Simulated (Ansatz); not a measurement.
Species: CH$_{2}$BF$_{2}$, charge 0, multiplicity 2. It need not be the lowest isomer of its formula. 
Structure (B3LYP-D3(BJ)/def2-TZVP (Ansatz, a quantum-chemistry and plane-wave program) minimum search):
```
C
F 1 1.3917
H 1 1.0979 2 108.36
H 1 1.0979 3 107.31 2 -116.82
B 1 1.5706 3 109.58 4 -118.91
F 5 1.3107 1 120.78 3 58.75
```
Charge 0, spin multiplicity 2.

Total electronic energies in hartree. Cores are frozen in the correlated levels unless marked. UHF or UKS for open shells. Spin-orbit coupling is left out. Non-relativistic. CBS(X,Y): correlation extrapolated as X^-3; Hartree-Fock from the larger set. [CCSD(T)-MP2]/basis is that difference in the basis named.

```
level                                                     program  energy (Eh)
-------------------------------------------------  --------------  -----------
RI-HF/cc-pVQZ                                              Ansatz   -262.69909
SVWN5/def2-TZVPD                                           Ansatz            ?
r2SCAN-D4/def2-TZVPD                               Ansatz + dftd4            ?
PBE0-D4/def2-TZVPD                                 Ansatz + dftd4            ?
PBE0/def2-TZVP                                             Ansatz   -263.64940
CAM-B3LYP-D4/def2-TZVPD                            Ansatz + dftd4   -263.84591
wB97M-V/def2-TZVPD                                         Ansatz   -263.84308
CCSD/cc-pVTZ                                               Ansatz   -263.43294
RI-MP2/CBS(cc-pVTZ,cc-pVQZ)+[CCSD(T)-MP2]/cc-pVTZ          Ansatz    -263.5879
```

Problem. Complete the blanks.

Solution. 
- SVWN5/def2-TZVPD, energy (Eh): -262.01304
- r2SCAN-D4/def2-TZVPD, energy (Eh): -263.80422
- PBE0-D4/def2-TZVPD, energy (Eh): -263.65323
